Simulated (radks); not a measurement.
The numbers below are computed, except where a source is named.
How relativity changes the ionisation of the ruthenium ion Ru2+ ([Kr] 4d6) to Ru3+ ([Kr] 4d5). Spin-unpolarised spherical Kohn-Sham, LDA (Slater exchange, Perdew-Wang correlation), point nucleus unless stated (finite: rms radius 4.4809 fm), a radial shooting solver on a logarithmic mesh with Libxc functionals. A level marked "c x" has the speed of light scaled by that factor and shares open shells by 2j + 1; other Dirac levels either fill j = l - 1/2 first or share by 2j + 1.

\begin{tabular}{lrrrrr}
level & E(Ru2+) (hartree) & E(Ru3+) (hartree) & IE (eV) & HOMO & <r> HOMO (bohr) \\ \hline
non-rel. & -4438.01433 & -4436.86634 & 31.238 & 4d & 1.513 \\
scalar-rel. & -4525.32143 & -4524.18767 & 30.851 & 4d & 1.528 \\
scalar-rel., finite nucleus & -4525.24675 & -4524.11298 & 30.851 & 4d & 1.528 \\
Dirac, 2j+1 shares & -4526.10725 & -4524.97359 & 30.848 & 4d5/2 & 1.535 \\
Dirac, low j first & -4526.12934 & -4525.00436 & 30.612 & 4d5/2 & 1.536 \\
Dirac, 2j+1 shares, finite nucleus & -4526.03241 & -4524.89875 & 30.848 & 4d5/2 & 1.535 \\
Dirac, c x 0.85 & -4562.49434 & -4561.36608 & 30.702 & 4d5/2 & 1.543 \\
Dirac, c x 1.25 & -4493.34396 & -4492.20519 & 30.988 & 4d5/2 & 1.527 \\
Dirac, c x 10 & -4438.85199 & -4437.70414 & 31.235 & 4d5/2 & 1.513 \\
\end{tabular}

NIST Atomic Spectra Database: 28.470 eV (semi-empirical). The relativistic part of the total energy of Ru2+ is -88.02 hartree (Dirac, 2j+1 shares, finite nucleus), 2 % of the non-relativistic value. Spin polarisation and multiplet splitting of open shells are left out at every level.

Beside tabulated values, note that relativity, absent from the non-relativistic runs, is large for the heavy elements, and spin-unpolarised runs miss the spin-polarisation part of the exchange energy of open shells.
